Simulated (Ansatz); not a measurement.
Frontier orbitals of `C[N]1C[S][GaH]1`.

Total charge 0; spin multiplicity 1. Correlated methods include outer-core shells of Ga, which these sets cover unevenly. Scalar relativity is left out up to krypton. All single points use the PBE0-D4/def2-TZVP geometry. Basis def2-TZVPP, Ansatz.

Orbital energies of one run (eV). Highest occupied ones, from the top: -5.15, -5.65, -6.85, -7.57, -8.54, -9.83, -9.99, -11.08, -11.28, -11.56, -14.78, -15.91, -18.53, -19.78. Empty: -1.31, -0.85, -0.42, 0.60, 0.91, 1.56.

**Question.** Which functional gave them?
A. ωB97M-V
B. LC-ωPBE
C. HSE06 (plane-wave form)
D. revPBE

**Answer.** D. HOMO energies: revPBE -5.15, LC-ωPBE -9.07, ωB97M-V -8.64, HSE06 -6.01 eV.

LC-ωPBE has ω = 0.4 bohr⁻¹.
